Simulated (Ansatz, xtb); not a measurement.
# Ranking isomers of GeH6O4Si

5 gas-phase structures of GeH6O4Si, from a drawn sample of its isomers (lower ones may exist). Each was relaxed with GFN2-xTB; where two conformers were screened, the lower at r2SCAN-D4/def2-SVP is listed:

A. `O[SiH](O)[GeH]([OH])[OH]`, a singlet
B. `[OH][GeH2][O][SiH](O)O`, a singlet
C. `O[SiH2][O][GeH]([OH])[OH]`, a singlet
D. a singlet given by its coordinates
E. `[OH][GeH2][Si](O)(O)O`, a singlet

D (Å):

```xyz
12

Ge   -1.5596    0.3130    1.4498
O     1.3524   -0.2985   -1.4170
O     0.2307   -2.5426   -0.7029
O     1.0087   -0.9541    1.2188
O    -0.9823   -0.1636   -0.1401
Si    0.4058   -0.9894   -0.2930
H     1.4047    0.6523   -1.4560
H    -0.0415   -2.7452   -1.5928
H     1.7645   -1.5012    1.4178
H    -0.5770    1.2808    2.0293
H    -2.8605    0.9663    1.0951
H    -1.7282   -0.9086    2.2908
```

Close contacts (Å): Ge1–O5 1.76, Ge1–Si6 2.93, O2–Si6 1.62, O3–Si6 1.62, O4–Si6 1.63, O5–Si6 1.62, Ge1–H10 1.50, Ge1–H11 1.50, Ge1–H12 1.49, O2–H7 0.95, O3–H8 0.95, O4–H9 0.95.

Q: Make a reasoned guess at their ranking by r2SCAN-D4/def2-SVP single-point energy.

A: Calculated order at r2SCAN-D4/def2-SVP: D (0.0), B (14.7), E (31.2), C (32.3), A (49.7) kcal/mol.

Energies above the lowest of each column, in kcal/mol; the last columns are at PBE0-D4/def2-SVP geometries and were run for some of them only (a dash: not run or not comparable):

```
structure  GFN2-xTB  HF/STO-3G  r2SCAN-D4/def2-SVP  PBE0-D4/def2-SVP  CCSD(T)/def2-SVP + ΔMP2/def2-TZVPP
        D       0.0        0.0                 0.0               0.0                                 0.0
        B       3.9       12.4                14.7              14.3                                17.0
        E      22.9       29.5                31.2                 –                                   –
        C      14.7       20.3                32.3                 –                                   –
        A      28.1       41.2                49.7                 –                                   –
```

Every level run on D puts it lowest or level with the lowest. Flexible structures stand in one conformer each, not always the lowest. Frequencies (GFN2-xTB) were run for B alone. ΔMP2 is the change of the MP2 energy from the smaller to the larger basis.

Over these structures GFN2-xTB departs from r2SCAN-D4/def2-SVP by 6.3 kcal/mol on average once a common shift is removed. A GFN2-xTB relaxation took about 0.48 s and the r2SCAN-D4/def2-SVP energy about 4.2 s on a shared host (Ansatz 0.2.0, xtb 6.7.1).
